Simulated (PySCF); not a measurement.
Molecule: C₆H₁₄O₂Si, SMILES COC(=O)[SiH2]C(C)(C)C. Atoms near the plane z = 1.0 Å, at the GFN2-xTB optimised geometry (x, y, z in Å): Si5 (1.0, -0.1, 0.0), C6 (-0.9, -0.1, 0.0), C7 (-1.4, 1.3, 0.0), C8 (-1.4, -0.8, 1.2), H13 (1.5, -1.5, -0.2), H14 (1.6, 0.5, 1.2), H15 (-1.1, 1.9, 0.9), H16 (-2.5, 1.3, 0.0), H18 (-2.5, -0.8, 1.2), H19 (-1.1, -1.9, 1.3), H20 (-1.1, -0.3, 2.2).

Computed with PBE/def2-SVP in PySCF. Cells within 0.4 Å of a nucleus heavier than hydrogen are left out (blank, or x). The values are rescaled to run from 0 to 1.

```
|000000000000000000000000000|
|000000000000000000000000000|
|000000000000000000000000000|
|000000000000000000000000000|
|000000001121100000000000000|
|000000112343310000000000000|
|000001234565431000000000000|
|000012346787642211110000000|
|000123457898643333321000000|
|000134567898654455543100000|
|000134567787655677654200000|
|000124556676556789864310000|
|000124456777666899875310000|
|000235677888767788864310000|
|000246789998766777754210000|
|001357999xx9766666643200000|
|000256899998755566543100000|
|000245678998754455432100000|
|000124557898643444432000000|
|000012345777543333321000000|
|000000124555431122110000000|
|000000012333210000000000000|
|000000000111000000000000000|
|000000000000000000000000000|
|000000000000000000000000000|
|000000000000000000000000000|
|000000000000000000000000000|
```
Scale: ten equal steps from 0.000 (start of '0') to 1.00 (end of '9'), in the order '0123456789'; x runs from -5.00 to 5.00, y from -5.00 (bottom) to 5.00 (top).

**Question.** Which quantity is mapped?
A. deformation density (molecule minus spherical neutral atoms)
B. electron localisation function
C. log10 of the electron density
D. an orbital amplitude

**Answer.** C, log10 of the electron density. In full: log10 of the electron density (e/bohr³), floored at −4.
